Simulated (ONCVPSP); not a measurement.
## sulfur (S) ONCV: all-electron and pseudo phase curves

* Element: S (Z = 16)
* Generator: ONCVPSP 4.0.1
* Type: optimised norm-conserving Vanderbilt (ONCV)
* Functional: LDA (Perdew-Wang 92)
* Relativity: scalar-relativistic
* Frozen core: [Ne]
* Valence charge: 6
* Reference configuration: 3s2 3p4
* Partial waves: 3s: rc 1.10 bohr, ncon 3, nbas 6, qcut 4.7 1/bohr, 2 projectors, debl 0.6 Ha; 3p: rc 1.40 bohr, ncon 3, nbas 6, qcut 6.7 1/bohr, 2 projectors, debl 1 Ha
* Local potential: polynomial inside 0.90 bohr (lpopt 4, dvloc0 4 Ha)
* Core correction: Teter function, fcfact 5.25, rcfact 1.35

In the s channel the program set the typed energies aside and used -0.635, 0.250 Ha.

The phase is arctan(r·R′/R) of the radial function R(r), unwrapped; energies in Ha, scanned from -2 to 5 Ha. A pole is an energy at which the radial function vanishes at the test radius. The pseudo phase is shifted by a multiple of π to meet the all-electron one at the reference energy, and phase errors are pseudo minus all-electron; the curves can meet again beyond the range given. Levels narrower than the energy grid can be missing from the lists of poles.

```csv
channel,radius (bohr),reference energy (Ha),"poles, all-electron","poles, pseudo",unbroken range about the reference energy with phases within 0.05 rad,phase error 1 Ha above the reference energy (rad)
s,1.12,-0.64,none,none,the whole range,-0.000
p,1.42,-0.26,3.32,3.26,the whole range,+0.000
```

Note: ghosts flagged at negative energy: s at -216.0 eV; no localised positive-energy state flagged. A true bound ghost makes a file unfit for plane-wave use.

Phases in the s channel:

```tsv
E (Ha)	all-electron	pseudo
-1.98	0.664	0.663
-1.80	0.595	0.595
-1.62	0.518	0.518
-1.44	0.432	0.432
-1.26	0.337	0.337
-1.08	0.233	0.232
-0.90	0.120	0.120
-0.72	0.002	0.002
-0.54	-0.119	-0.119
-0.36	-0.240	-0.240
-0.18	-0.357	-0.357
0.00	-0.468	-0.468
0.18	-0.570	-0.571
0.36	-0.664	-0.664
0.54	-0.748	-0.748
0.72	-0.823	-0.823
0.90	-0.890	-0.890
1.08	-0.949	-0.949
1.26	-1.002	-1.002
1.44	-1.049	-1.049
1.62	-1.091	-1.091
1.80	-1.129	-1.129
1.98	-1.163	-1.163
2.16	-1.194	-1.194
2.34	-1.222	-1.222
2.52	-1.247	-1.247
2.70	-1.270	-1.270
2.88	-1.292	-1.292
3.06	-1.312	-1.312
3.24	-1.330	-1.330
3.42	-1.347	-1.347
3.60	-1.362	-1.362
3.78	-1.377	-1.377
3.96	-1.391	-1.391
4.14	-1.404	-1.404
4.32	-1.416	-1.416
4.50	-1.428	-1.428
4.68	-1.438	-1.439
4.86	-1.449	-1.449
```
